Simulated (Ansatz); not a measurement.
C3H9BO3, charge +1, doublet (typed; the unrestricted solution is spin-contaminated), geometry from GFN2-xTB of the parent state (a state made from the parent by changing its charge; the spin is typed, not shown lowest); Ansatz (a program for electronic structure) with MP2/STO-3G.

The Ansatz input:
Ansatz 0.2 input:
```yaml
crystal:
  periodic: [false, false, false]
  atoms:
    - {symbol: B, position_ang: [-0.66990776, 0.18004961, 0.46643126]}
    - {symbol: O, position_ang: [0.22168011, 1.26273972, 1.00147056]}
    - {symbol: C, position_ang: [1.10478277, 1.88906279, 0.14063621]}
    - {symbol: H, position_ang: [0.57760150, 2.44116005, -0.65387839]}
    - {symbol: H, position_ang: [1.70704479, 2.60807357, 0.72119303]}
    - {symbol: H, position_ang: [1.79116447, 1.18572815, -0.35746860]}
    - {symbol: O, position_ang: [-0.23140372, -1.20330819, 0.90544019]}
    - {symbol: C, position_ang: [1.11235935, -1.51523474, 0.74394406]}
    - {symbol: H, position_ang: [1.75926816, -0.84975941, 1.33756119]}
    - {symbol: H, position_ang: [1.28280208, -2.55124676, 1.08298352]}
    - {symbol: H, position_ang: [1.43446658, -1.44272413, -0.30934869]}
    - {symbol: O, position_ang: [-0.68767991, 0.28109291, -1.07353378]}
    - {symbol: C, position_ang: [-1.36956050, -0.71202348, -1.72550649]}
    - {symbol: H, position_ang: [-1.17437162, -1.70688106, -1.29630797]}
    - {symbol: H, position_ang: [-2.46928994, -0.55620892, -1.69318305]}
    - {symbol: H, position_ang: [-1.06540902, -0.72341251, -2.78516566]}
basis:
  gaussian:
    orbitals: STO-3G
total_charge: 1
magnetization: {spin_polarized: true, initial_magnetization: 1}
correlation: {method: mp2}
```

Problem. Write the output that Ansatz gives for this input, abridged.

Solution. 
```
Functional definition: HF
637 factors; integrals over basis functions are off by at most 4.3e-5 eV
mean field evaluation 1: about -9875.0836 eV, gradient 2.5e1 eV
mean field evaluation 2: about -9875.4537 eV, gradient 2.5e1 eV
mean field evaluation 4: about -9881.0661 eV, gradient 4.1e0 eV
mean field evaluation 8: about -9882.2475 eV, gradient 9.9e-1 eV
mean field evaluation 16: about -9882.4015 eV, gradient 3.6e-4 eV
mean field evaluation 32: about -9881.9779 eV, gradient 9.2e-2 eV
mean field evaluation 64: about -9881.4285 eV, gradient 5.4e0 eV
mean field evaluation 96: about -9881.5926 eV, gradient 8.9e-1 eV
mean field evaluation 128: about -9882.3624 eV, gradient 4.0e-1 eV
mean field -9882.40152036 eV, -363.1715573408 hartree, gradient 1.3e-6 eV, S^2 1.338611; 11 other end points of the search recorded, 0 dependent functions left out
7 core orbitals not correlated
reference -9882.40152036 eV, -363.1715573408 hartree; 21, 20 occupied and 16, 17 virtual orbitals, 637 factors
second order -7.91410772 eV of doubles, -0.00000000 eV of singles
Total energy: -9890.31562808 eV, -363.4623954351 hartree
```
